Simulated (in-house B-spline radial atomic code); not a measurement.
Computed with a B-spline radial atomic code. Model: two electrons, singlet ground state, non-relativistic, full CI in B-splines with partial waves to l = 8 (at full coupling up to 3e-4 hartree above the limit, correlation up to 0.6 % small), density held at that of full coupling by Lieb maximisation.

W(λ) is the mean repulsion in the state of coupling λ less the Hartree energy of the fixed density. Its start is exact exchange, its initial slope is twice the second-order Görling-Levy correlation energy, and its area from 0 to 1 is E_xc. A straight curve means weak, dynamic correlation, and a curve that drops fast and flattens means strong correlation.

Command:
```bash
python run_ac.py task.json out
```
Settings (lengths in bohr, energies in hartree):
```
potential              dot
strength               0.0827
lmax                   8
second                 -1
```

Cost of the run: 110 s on 1 thread of Intel(R) Xeon(R) Processor @ 2.30GHz, with other jobs on the host.

**W = mean repulsion less Hartree energy, and W of three functionals.**

Given: confinement charge in harmonic well; well frequency 0.0827 hartree; nuclear charge -1; external potential omega^2 r^2/2 - Z/r.

Computed: PBE exchange minus exact -2.3516 millihartree; SCAN exchange minus exact -5.9253 millihartree.

| coupling | W xc (hartree) | W xc minus exchange (millihartree) | kinetic minus Kohn-Sham (millihartree) | LDA (PW92) W minus its exchange (millihartree) | PBE W minus its exchange (millihartree) | SCAN W minus its exchange (millihartree) |
| --- | --- | --- | --- | --- | --- | --- |
| 0 | -0.14003 | 0 | 0 | 0 | 0 | 0 |
| 0.02 | -0.1428 | -2.766 | 0.03 | -7.59 | -3.34 | -1.81 |
| 0.05 | -0.14656 | -6.528 | 0.16 | -14.17 | -7.17 | -4.28 |
| 0.12 | -0.15379 | -13.759 | 0.76 | -24.24 | -13.91 | -9.23 |
| 0.25 | ? | ? | ? | ? | ? | ? |
| 0.4 | ? | ? | ? | ? | ? | ? |
| 0.6 | -0.17513 | -35.098 | 7.21 | -52.48 | -36.2 | -28.34 |
| 0.8 | -0.17853 | -38.499 | 9.57 | -58.1 | -41.03 | -32.61 |
| 1 | -0.18087 | -40.84 | 11.66 | -62.38 | -44.76 | -35.84 |
| 1.4 | -0.18393 | -43.894 | 15.28 | -68.62 | -50.28 | -40.36 |
| 2 | -0.18662 | -46.584 | 19.78 | -74.82 | -55.85 | -44.49 |
| 3 | -0.18913 | -49.101 | 25.94 | -81.29 | -61.72 | -48.21 |
| 4.5 | -0.19121 | -51.183 | 33.6 | -87.08 | -67.03 | -50.91 |
| 7 | -0.19312 | -53.086 | 44.3 | -92.6 | -72.14 | -52.92 |
| 10 | -0.19444 | -54.41 | 55.39 | -96.47 | -75.73 | -54.02 |

Task: What belongs in the row 0.25?

Result: W xc (hartree): -0.16306; W xc minus exchange (millihartree): -23.032; kinetic minus Kohn-Sham (millihartree): 2.43; LDA (PW92) W minus its exchange (millihartree): -35.89; PBE W minus its exchange (millihartree): -22.62; SCAN W minus its exchange (millihartree): -16.37.

Task: What belongs in the row 0.4?

Result: W xc (hartree): -0.16972; W xc minus exchange (millihartree): -29.688; kinetic minus Kohn-Sham (millihartree): 4.55; LDA (PW92) W minus its exchange (millihartree): -44.58; PBE W minus its exchange (millihartree): -29.6; SCAN W minus its exchange (millihartree): -22.46.

Task: What is the LDA exchange minus exact?

Result: 14.532 millihartree.

**Energy parts, natural occupations and partial-wave weights.**

Computed: exchange energy -0.14003 hartree; kinetic part of the DFT correlation energy 0.011663 hartree; kinetic part over minus potential part 0.28558; Hartree energy 0.28006 hartree; Kohn-Sham kinetic 0.075347 hartree; Lieb Oxford ratio E_xc over LDA exchange 1.3483.

```
natural  occupation of the shell (electrons)
      s                               1.6329
      p                              0.36572
      s                                    ?
      d                           3.5046e-05
      p                           2.5067e-05
      f                           1.9719e-05
```

Task: What belongs in the row s?

Result: occupation of the shell (electrons): 0.0012276.

```tsv
wave	weight
s	0.81708
p	?
d	2.5178e-05
f	1.0863e-05
g	3.7161e-06
```

Task: What belongs in the row p?

Result: weight: 0.18287.

Task: What is the correlation energy?

Result: -0.029177 hartree.

Task: What is the total energy?

Result: 0.8364 hartree.

Half-way to full coupling W has made 79 % of its drop, against 50 % for a straight line, and second-order (GL2) theory, half the initial slope, overshoots the correlation energy by about 146 %: correlation is strong. Over couplings 0 to 1 the errors in E_xc come to about -1.0 millihartree for LDA, -3.5 millihartree for PBE, -0.1 millihartree for SCAN, so SCAN is nearest. In LDA and SCAN the errors of exchange and correlation have opposite signs, so the sum is smaller than the larger of the two.
